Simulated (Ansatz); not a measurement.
`B[SiH]([SiH3])[SiH3]` + H₂ → `B[SiH2][SiH3]` + SiH₄ at 298.15 K and 1 bar (hydrogenolysis of the Si–Si bond).

Calculated with Ansatz (gas phase, PBE0-D4/def2-TZVP geometries, no zero-point term in ΔE). CBS: MP2 limit from def2 TZ/QZ plus the TZ coupled-cluster correction, frozen cores. This one scheme is used for every species.

| species | CCSD(T)/CBS energy (Eh) | H − E (kJ/mol) | S (J/(mol·K)) |
| --- | --- | --- | --- |
| `B[SiH]([SiH3])[SiH3]` | -897.39506 | 234.0 | 400.8 |
| H₂ | -1.17544 | 35.1 | 130.4 |
| `B[SiH2][SiH3]` | -607.10947 | 181.2 | 332.5 |
| SiH₄ | -291.46306 | 92.1 | 204.8 |

H − E and S are ideal-gas, rigid-rotor, harmonic terms from PBE0-D4/def2-TZVP. For small species the MP2-based limit differs from directly extrapolated CCSD(T) by up to some mEh (0.8 for H₂); such offsets cancel only in part. 1 Eh = 2625.50 kJ/mol, R = 8.31446 J/(mol·K).

Problem. By hand: ΔE, ΔH, ΔS and ΔG.

Solution. ΔE = (-607.10947) + (-291.46306) − (-897.39506) − (-1.17544) = -0.00203 Eh = -5.3 kJ/mol. Δ(H − E) = 181.2 + 92.1 − 234.0 − 35.1 = 4.2, so ΔH = -1.1 kJ/mol. ΔS = 332.5 + 204.8 − 400.8 − 130.4 = 6.1 J/(mol·K). ΔG = -1.1 − 298.15 × (6.1)/1000 = -2.9 kJ/mol.

Problem. By hand: the equilibrium constant, and the temperature at which ΔG would vanish if ΔH and ΔS stayed fixed.

Solution. log₁₀ K = −ΔG/(RT ln 10) = 0.5. ΔH and −TΔS have one sign here, so there is no such temperature. One of them is within its doubt of zero, so this could turn.

TΔS isn't small against ΔH here. The sign of ΔG lies within the doubt. A doubt of 5 kJ/mol in ΔE shifts log₁₀ K by 0.9 here. Modes under 60 cm⁻¹, often nearly free rotors, make the harmonic entropy too high. These are equilibria of isolated gas molecules and say nothing of rates. Largest T1 diagnostic: 0.015 (customary marks: 0.02 for closed shells, 0.045 for open ones).
